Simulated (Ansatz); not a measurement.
Molecule: ZrH, net charge 0, quartet state. The spin state was set by rule; other spins were not relaxed. SMILES: [ZrH]
Geometry: optimised at B3LYP-D3(BJ)/def2-TZVP (Ansatz, a program for electronic structure).

Wanted: atomisation energy (electronic, to ground-state atoms), in kJ/mol. Correlated levels leave the core frozen unless marked. UHF or UKS for open shells. Spin-orbit coupling is left out. Frozen are the shells of the preceding noble gas and the d and f shells that filled before the atom's block. Past Kr the def2 sets carry scalar-relativistic core potentials. The coupled-cluster limit lacks core correlation, which all-electron functionals hold. Basis-set limits of correlation are two-point, X^-3; Hartree-Fock from the larger set.

```json
[
 {"level": "PBE-D3(BJ)/def2-TZVPD", "program": "Ansatz + dftd3", "atomisation energy (kJ/mol)": "[?]"},
 {"level": "CCSD/def2-QZVPP", "program": "Ansatz", "atomisation energy (kJ/mol)": "[?]"},
 {"level": "CCSD(T)/CBS(def2-TZVPPD,def2-QZVPPD)", "program": "Ansatz", "atomisation energy (kJ/mol)": "240.1"}
]
```

Question: What belongs in the gaps?

Answer: 
- PBE-D3(BJ)/def2-TZVPD, atomisation energy (kJ/mol): 281.9
- CCSD/def2-QZVPP, atomisation energy (kJ/mol): 241.0
